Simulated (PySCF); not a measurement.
## Assigning NMR signals

Structure with atom numbers: `[CH2:1]=[C:2]([CH:3]=[O:4])[Si@H:5]([SiH3:6])[SiH2:7][CH:8]=[O:9]` (H(Xn): hydrogen on atom n). Ha(C1) is cis to C3; Ha(Si7) is pro-R; Hb(Si7) is pro-S; Hb(C1) is trans to C3.

Isolated molecule, single conformer, rapidly exchanging positions averaged, no relativistic terms. Coordinates at the GFN2-xTB level; shieldings: GIAO PBE0/pcSseg-1; PySCF 2.14.

δ = σ(ref) − σ, references computed at the same level: ¹³C, ¹H vs TMS.

(1) Assign these signals to the numbered atoms. ¹³C{¹H} NMR (computed): δ 252.9, 204.7, 157.2, 157.2.

(2) Assign these signals to the numbered atoms. ¹H NMR (400 MHz, computed): δ 12.56 (m, 1H), 9.55 (s, 1H), 7.33 (br s, 1H), 6.99 (br s, 1H), 4.84 (m, 1H), 4.15 (m, 1H), 3.95 (m, 3H), 3.93 (m, 1H).

Answers

(1) 
```tsv
δ (ppm)	atoms	environment	reason
252.9	C8	carbonyl carbon	–
204.7	C3	aldehyde carbonyl carbon	low-lying n→π* states of the double bond to the heteroatom give a large paramagnetic term (-265 ppm)
157.2	C1	β carbon of a C=C–C=O unit	conjugation with the carbonyl draws π density from the β position
157.2	C2	α carbon of a C=C–C=O unit	the olefinic region
```

C1 and C2 lie closer than the usual error of such a calculation, so a measured spectrum could show them in the other order.

(2) 
| δ (ppm) | atoms | environment | reason |
| --- | --- | --- | --- |
| 12.56 | H(C8) | hydrogen on a carbonyl carbon | – |
| 9.55 | H(C3) | hydrogen on an aldehyde carbonyl carbon | the formyl region, downfield of aromatic protons |
| 7.33 | Hb(C1) | hydrogen on a β carbon of a C=C–C=O unit | attached to an sp2 carbon and in the plane of the double bond |
| 6.99 | Ha(C1) | hydrogen on a β carbon of a C=C–C=O unit | – |
| 4.84 | Hb(Si7) | hydrogen on a silicon bonded to C, Si | – |
| 4.15 | Ha(Si7) | hydrogen on a silicon bonded to C, Si | – |
| 3.95 | H(Si6) | hydrogen on a silicon bonded to Si | – |
| 3.93 | H(Si5) | hydrogen on a silicon bonded to C, 2 Si | – |

H(Si6) and H(Si5) lie closer than the usual error of such a calculation, so a measured spectrum could show them in the other order.

Shifts are as computed. Against solution values, carbons near 30 ppm lie about +3 ppm off and those near 130 ppm about +5 ppm. Of 1211 compounds with measured shifts, 218 miss one by over three times the rms of a fit or turn the order of signals round; such compounds aren't used in these exercises. No couplings were computed; multiplicities are counted from neighbouring protons, with m where these are inequivalent, close in shift, in a saturated or five-membered ring or joined by F or P, and br s for small geminal =CH2 splittings.
